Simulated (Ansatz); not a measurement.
Consider the formal exchange of groups at the Si–B bond: `N[SiH](O)BO` + `FCCCl` → `N[SiH](O)F` + `OBCCCl`.

Computed with Ansatz on PBE0-D4/def2-TZVP structures; ΔE is electronic, products minus reactants. CCSD(T)/CBS adds triple-zeta CCSD(T) − MP2 to the extrapolated MP2 energy (def2 sets, frozen cores). This one scheme is used for every species. Functionals use def2-TZVPP. B3LYP here is the variant with VWN-RPA as its local correlation; programs differ in this. One conformer a species, not always the lowest.

(1) Is it downhill or uphill in electronic energy at CCSD(T)/CBS, and by how much? (Estimate.)

(2) What do these levels give: PBE-D4, r2SCAN-D4, PBE0-D4, ωB97X-V, PBE, r2SCAN, PBE0, B3LYP, SCS-MP2/def2-TZVPP, CCSD/def2-TZVPP, CCSD(T)/def2-TZVPP, MP2/def2-QZVPP? (Best estimate.)

Largest T1 diagnostic among the species: 0.013.

## Answers

(1) Computed: Downhill: ΔE = -69.6 kcal/mol.

(2) Ansatz gave: PBE-D4 -63.3, r2SCAN-D4 -68.8, PBE0-D4 -66.0, ωB97X-V -66.4, PBE -63.1, r2SCAN -68.8, PBE0 -65.8, B3LYP -66.5, SCS-MP2/def2-TZVPP -70.3, CCSD/def2-TZVPP -69.2, CCSD(T)/def2-TZVPP -68.7, MP2/def2-QZVPP -73.0 kcal/mol.

From PBE to PBE0 (25 % exact exchange), in def2-TZVPP and without D4, ΔE moves by −2.7 kcal/mol.
